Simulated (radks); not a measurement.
The numbers below are computed, except where a source is named.
Ionisation of the holmium ion Ho2+, [Xe] 4f11, to [Xe] 4f10 as the strength of local exchange is varied. Level of theory: scalar-relativistic Kohn-Sham, Slater X-alpha exchange (alpha = 2/3 is LDA exchange), no correlation, spin-unpolarised, spherical densities, finite nucleus; Fermi nuclear charge, rms radius 5.2022 fm (a radial shooting solver on a logarithmic mesh with Libxc functionals).

[
 {"alpha": "0.581", "E(Ho2+) (hartree)": "-12566.8551", "exchange (hartree)": "-221.6533", "IE (eV)": "22.306", "-e of the level emptied (eV)": "14.055 (4f)", "<r> of it (bohr)": "0.8665"},
 {"alpha": "0.667", "E(Ho2+) (hartree)": "-12599.8457", "exchange (hartree)": "-255.1972", "IE (eV)": "24.586", "-e of the level emptied (eV)": "15.987 (4f)", "<r> of it (bohr)": "0.8461"},
 {"alpha": "0.695", "E(Ho2+) (hartree)": "-12610.6073", "exchange (hartree)": "-266.1584", "IE (eV)": "25.355", "-e of the level emptied (eV)": "16.648 (4f)", "<r> of it (bohr)": "0.8399"},
 {"alpha": "0.742", "E(Ho2+) (hartree)": "-12628.6941", "exchange (hartree)": "-284.6015", "IE (eV)": "26.674", "-e of the level emptied (eV)": "17.792 (4f)", "<r> of it (bohr)": "0.8300"},
 {"alpha": "0.79", "E(Ho2+) (hartree)": "-12647.1947", "exchange (hartree)": "-303.4939", "IE (eV)": "28.058", "-e of the level emptied (eV)": "19.003 (4f)", "<r> of it (bohr)": "0.8204"},
 {"alpha": "0.938", "E(Ho2+) (hartree)": "-12704.4229", "exchange (hartree)": "-362.1052", "IE (eV)": "32.545", "-e of the level emptied (eV)": "22.991 (4f)", "<r> of it (bohr)": "0.7936"},
 {"alpha": "0.951", "E(Ho2+) (hartree)": "-12709.4629", "exchange (hartree)": "-367.2794", "IE (eV)": "32.955", "-e of the level emptied (eV)": "23.359 (4f)", "<r> of it (bohr)": "0.7914"},
 {"alpha": "1.016", "E(Ho2+) (hartree)": "-12734.6953", "exchange (hartree)": "-393.2128", "IE (eV)": "35.038", "-e of the level emptied (eV)": "25.238 (4f)", "<r> of it (bohr)": "0.7809"}
]

NIST Atomic Spectra Database: 22.79 eV (semi-empirical). The Delta-SCF value meets it near alpha = 0.60. Spin polarisation and multiplet splitting are left out, so open shells lie too high by an amount that depends on their filling. Spin-orbit splitting is averaged out at the scalar-relativistic level.

Beside tabulated values, note that spin-unpolarised runs miss the spin-polarisation part of the exchange energy of open shells.
